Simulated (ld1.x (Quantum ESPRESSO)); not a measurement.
**Si (Z = 14): excitation energies, all-electron against TM**

| Property | Result |
| --- | --- |
| Element | silicon (Si) |
| Generator | ld1.x (Quantum ESPRESSO) 7.5 |
| Type | norm-conserving Troullier–Martins (Kleinman–Bylander form) |
| Functional | BLYP |
| Relativity | non-relativistic |
| Frozen core | [Ne] |
| Valence charge | 4 |
| Reference configuration | 3s2 3p2 |
| Partial waves | 3p (bound): rc 1.85 bohr; 3d channel at 0.05 Ry: rc 1.80 bohr; 3s (bound): rc 1.40 bohr |
| Local potential | the s channel |
| Core correction | none |

Energies are relative to the spin-unpolarised reference configuration 3s2 3p2; without spin polarisation the order of configurations can differ from experiment.

| valence configuration | charge | ΔE all-electron (eV) | error AE − PS (meV) |
| --- | --- | --- | --- |
| 3s2 3p0 | +2 | 23.501 | +48 |
| 3s1 3p3 | 0 | 6.795 | +7.9 |
| 3s2 3p1.5 | +0.5 | 2.849 | +1.0 |
| 3s0 3p4 | 0 | 13.757 | +28 |
| 3s2 3p2.3 | -0.3 | -0.888 | +0.2 |

What are ΔE and the potential's error for 3s2 3p1?

ΔE = 7.600 eV all-electron; the error (AE − PS) is +6.1 meV.

What are ΔE and the potential's error for 3s1 3p0?

ΔE = 57.434 eV all-electron; the error (AE − PS) is +249 meV.

ld1.x printed “convergence not achieved” for 6 of the counted tests; their residual had stalled under 1e-8, short of the target of 1e-14.
